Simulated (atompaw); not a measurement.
# Ranking PAW (atompaw) potentials for carbon

All share these settings but for the change named:

atompaw 4.2.0.5 input, output lines left out:

```
C 6
GGA-PBE scalarrelativistic loggrid 1500 logderivrange -23 5 281
2 2 0 0 0 0
2 1 1.5
0 0 0
v
v
v
2
2.90 2.10 2.80 2.45
n
y
0.75
n
y
0.45
n
custom rrkj gramschmidtortho sinc
bessel
0.40
0.65
2.90
2.90
2.90
```

Cutoff: the first of the cutoffs (Ry, on a coarse ladder) from which the occupation-weighted sum of valence levels, in a spherical-Bessel basis at the reference potential, stays within 10 and 1 mRy of its value at 400 Ry; the density cutoff is not measured.

Of 6 variants that were run, those that failed, showed a ghost or another fault, or gave nearly equal values are left out.

Task: Rank these variants from softest to hardest (loose cutoff).
A. all radii scaled by about 1.11 (s 0.44, p 3.22, d 3.22 bohr); local potential bessel scheme, radius 3.10 bohr; augmentation sinc compensation charge, radius 2.32 bohr; PAW radius 3.22 bohr; waves and projectors: custom rrkj gramschmidtortho
B. all radii scaled by about 1.25 (s 0.50, p 3.64, d 3.64 bohr); local potential bessel scheme, radius 3.52 bohr; augmentation sinc compensation charge, radius 2.64 bohr; PAW radius 3.64 bohr; waves and projectors: custom rrkj gramschmidtortho
C. all radii scaled by about 1.19 (s 0.48, p 3.46, d 3.46 bohr); local potential bessel scheme, radius 3.34 bohr; augmentation sinc compensation charge, radius 2.50 bohr; PAW radius 3.46 bohr; waves and projectors: custom rrkj gramschmidtortho

Result: B (230 Ry), C (260 Ry), A (300 Ry).
